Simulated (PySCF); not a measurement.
Distorted geometries of [Nd(NH3)2]3+

[Nd(NH3)2]3+ (singlet in the valence; each metal's 4f electrons, 3 of them, lie in its core potential, out of spins and levels). PySCF 2.14.0, RKS TPSS, Nd lcecp-1-SVP with ECP49, N def2-SVP, H def2-SVP; non-relativistic Hamiltonian with scalar-relativistic core potentials where named; density fitting; no spin-orbit coupling. Relaxed geometry:

```xyz
9

Nd   -0.6576   -0.9475    0.0001
N     0.1109    0.1641    2.0520
H     1.0024    0.7070    1.9829
H    -0.5552    0.8593    2.4648
H     0.2931   -0.4857    2.8534
N     0.1104    0.1637   -2.0523
H     1.0694   -0.1013   -2.3805
H    -0.4834   -0.0263   -2.8943
H     0.1527    1.2089   -2.0262
```

Order these distorted geometries by energy above the relaxed one, lowest first.
A.
```xyz
9

Nd   -0.7088   -0.9413    0.0203
N     0.1202    0.1727    2.0803
H     0.9838    0.6906    1.9737
H    -0.5647    0.8574    2.4699
H     0.2625   -0.4816    2.8016
N     0.1388    0.1671   -1.9851
H     1.0690   -0.1215   -2.4109
H    -0.4791   -0.0232   -2.9356
H     0.2212    1.2221   -2.0142
```
B.
```xyz
9

Nd   -0.6994   -0.8610   -0.0527
N     0.0503    0.1536    2.0311
H     0.6910    0.6905    1.9905
H    -0.7281    0.8623    2.4970
H     0.2301   -0.7515    2.8087
N     0.2612    0.2747   -2.2810
H     1.3793    0.0558   -2.2059
H    -0.3907    0.1025   -2.8265
H     0.2490    1.0155   -1.9612
```
C.
```xyz
9

Nd   -0.6439   -0.9497   -0.0002
N     0.0822    0.1931    2.0280
H     1.1352    0.6638    1.9618
H    -0.5631    0.8180    2.4831
H     0.2504   -0.4272    2.8538
N     0.1575    0.1250   -2.0956
H     0.9686   -0.1188   -2.2888
H    -0.4754    0.0589   -2.8729
H     0.1312    1.1791   -2.0692
```

A (0.31 eV), C (1.32 eV), B (5.73 eV).

Which forces (eV/Å) act in the one that lies 5.73 eV up?


```
Nd    0.06   0.01  -0.56
N   -14.24 -10.76   3.17
H    12.93   9.48  -0.41
H     1.57  -2.08  -0.68
H    -0.23   3.35  -1.91
N    11.01 -16.01   4.42
H    -3.02  -0.16  -2.02
H    -7.39  -2.65  -8.86
H    -0.69  18.82   6.84
```
Forces carry noise of the integration grid, about 0.01 to 0.03 eV/Å.

No frequency check is given that shows the relaxed geometry to be a minimum. An lcecp potential fixes the number of 4f electrons, so in runs with it no electron can move into or out of that shell.
